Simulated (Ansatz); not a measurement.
`CC(C)Cl` + `C[SiH2]N[SiH3]` → `C[SiH2]N(C)[SiH3]` + `CCCl`  (substitution at a C–C bond)

Computed with Ansatz on PBE0-D4/def2-TZVP structures; ΔE is electronic, products minus reactants. CCSD(T)/CBS adds triple-zeta CCSD(T) − MP2 to the extrapolated MP2 energy (def2 sets, frozen cores). Each species was taken in one conformer, which may not be the lowest.

`CC(C)Cl`:

```xyz
11

C    -0.205    1.259   -0.200
C     0.056   -0.020    0.560
C     0.001   -1.254   -0.310
Cl    1.675    0.079    1.350
H    -0.149    2.128    0.456
H     0.523    1.385   -1.003
H    -1.204    1.223   -0.643
H    -0.643   -0.114    1.393
H    -0.993   -1.343   -0.756
H     0.735   -1.188   -1.116
H     0.203   -2.155    0.269
```

`C[SiH2]N[SiH3]`:

```xyz
13

C    -1.294   -1.429   -1.040
Si   -0.065   -0.994    0.295
N     0.872    0.408   -0.089
Si    0.889    1.936    0.709
H    -1.860   -2.324   -0.764
H    -2.000   -0.611   -1.202
H    -0.787   -1.633   -1.987
H     0.830   -2.167    0.511
H    -0.770   -0.687    1.568
H     1.545    0.300   -0.834
H    -0.390    2.084    1.449
H     1.021    3.029   -0.293
H     2.010    2.089    1.678
```

`C[SiH2]N(C)[SiH3]`:

Cartesian coordinates in Å:
```
C -2.203 0.679 0.558
Si -1.069 -0.164 -0.663
N 0.580 -0.159 -0.138
C 1.261 1.131 -0.070
Si 1.550 -1.557 0.139
H -3.229 0.679 0.180
H -1.913 1.719 0.725
H -2.191 0.163 1.521
H -1.187 0.544 -1.972
H -1.467 -1.584 -0.845
H 0.549 1.945 0.098
H 1.811 1.359 -0.991
H 1.973 1.157 0.762
H 2.596 -1.740 -0.909
H 2.265 -1.418 1.440
H 0.672 -2.753 0.164
```

`CCCl`:

Z-matrix (Å, degrees):
```
C
C 1 1.507
H 1 1.091 2 111.0
H 1 1.094 2 109.6 3 119.7
H 1 1.091 2 111.0 3 -120.6
Cl 2 1.788 1 111.4 3 60.3
H 2 1.089 1 111.9 3 179.1
H 2 1.089 1 111.9 3 -58.5
```

```json
{"species": "`CC(C)Cl`", "CCSD(T)/CBS(def2) energy (Eh)": "-578.16231"}
{"species": "`C[SiH2]N[SiH3]`", "CCSD(T)/CBS(def2) energy (Eh)": "-676.38390"}
{"species": "`C[SiH2]N(C)[SiH3]`", "CCSD(T)/CBS(def2) energy (Eh)": "-715.62877"}
{"species": "`CCCl`", "CCSD(T)/CBS(def2) energy (Eh)": "-538.89655"}
```

Work out ΔE.

ΔE = (-715.62877) + (-538.89655) − (-578.16231) − (-676.38390) = 0.02089 Eh = +13.1 kcal/mol.

Largest T1 diagnostic among the species: 0.010.

At CCSD(T), def2-SVP lies −1.3 kcal/mol from the extrapolated value and def2-TZVPP −0.4 kcal/mol. From BLYP to BHLYP (50 % exact exchange), in def2-TZVPP and without D4, ΔE moves by +0.8 kcal/mol. The D4 term adds −0.9 kcal/mol with B3LYP and −0.6 kcal/mol with PBE0; it sums over pairs of atoms, weighted by their polarisabilities, and B3LYP, whose exchange is more repulsive, gets the larger term.

B3LYP here is the variant with VWN-RPA as its local correlation; programs differ in this.
